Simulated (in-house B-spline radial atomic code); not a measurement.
**Binding energies in Sn⁺**

NIST's tabulated ground configuration is [Kr] 4d10 5s2 5p1; each binding energy is the energy of the ion with one electron taken from that subshell, relaxed, less that of the parent. Method: Dirac-Hartree-Fock, average of configuration, Fermi nucleus of rms radius 4.6519 fm. Calculated with a radial B-spline atomic code at the basis-set limit. Energies include first-order Breit, QED and recoil terms.

```tsv
subshell	X-ray name	binding energy (eV)	-ε (eV)	relaxation (eV)
1s	K	29216.4	29378.0	65.6
2s	L1	4488.7	4533.7	35.2
3s	M1	904.7	921.3	15.0
3d3/2	M4	510.5	527.4	16.5
3d5/2	M5	502.1	518.5	16.3
4s	N1	163.2	168.2	4.7
4d3/2	N4	41.03	44.30	3.28
4d5/2	N5	40.01	43.16	3.19
5s	O1	20.43	20.86	0.41
5p	O2,3	13.64	13.83	0.18
```

Relaxation = -ε minus the binding energy without Breit, QED and recoil terms.

Task: What does it cost to remove both a 2s and a 3d3/2 electron?

Result: 5056.6 eV, which is 57.36 eV more than the two single binding energies together.

Task: What does it cost to remove both a 4d5/2 and a 5p electron?

Result: 63.631 eV, which is 9.978 eV more than the two single binding energies together.

Task: What does it cost to remove two 2s electrons?

Result: 9106.4 eV, which is 129 eV more than the two single binding energies together.
